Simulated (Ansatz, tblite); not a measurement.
Cost and result up the ladder for the cluster Cu2F⁺ (3 atoms). Charge 1, multiplicity 1. Geometry: PBE-D4/def2-TZVP.

```
atom    x (Å)    y (Å)    z (Å)
 Cu1  -0.3089   0.2973  -1.8181
 Cu2   0.3134  -0.2921   1.8181
  F3  -0.0045  -0.0051   0.0000
```

Ansatz on 4 threads of Arm Neoverse N1 on a shared host; xTB runs through tblite on one thread. Times are rough, summed over both states, and most runs start from the orbitals of an earlier one. CCSD(T)/def2-TZVPP serves as the yardstick here, not as an exact answer. The other state is a quintet at its own geometry.

The xTB rows come from tblite. B3LYP takes the VWN-RPA correlation. Correlated methods freeze 19 core orbitals. The structure comes from a short search, and lower isomers may exist.

xTB has no spin-polarisation term.

```csv
level,functions,wall time,quintet − singlet (eV),difference from CCSD(T)/def2-TZVPP (eV)
GFN1-xTB,22,0.006 s,5.67,0.05
GFN2-xTB,22,0.054 s,11.34,5.72
MP2/def2-TZVP,121,4.9 s,7.14,1.53
revPBE-D4/def2-TZVP,121,5.9 s,5.61,-0.01
PBE-D4/def2-TZVP,121,6.1 s,5.68,0.07
RPA@PBE/def2-TZVP,121,8.9 s,5.10,-0.52
B3LYP-D4/def2-TZVP,121,9.1 s,5.45,-0.17
BHLYP-D4/def2-TZVP,121,14 s,4.46,-1.16
B2PLYP/def2-TZVP,121,15 s,5.94,0.32
PBE0-D4/def2-TZVP (with forces),121,18 s,5.31,-0.31
r2SCAN-D4/def2-TZVP,121,19 s,5.08,-0.54
ωB97M-V/def2-TZVP,121,36 s,5.92,0.30
CCSD(T)/def2-TZVPP,159,68 s,5.62,0.00
```
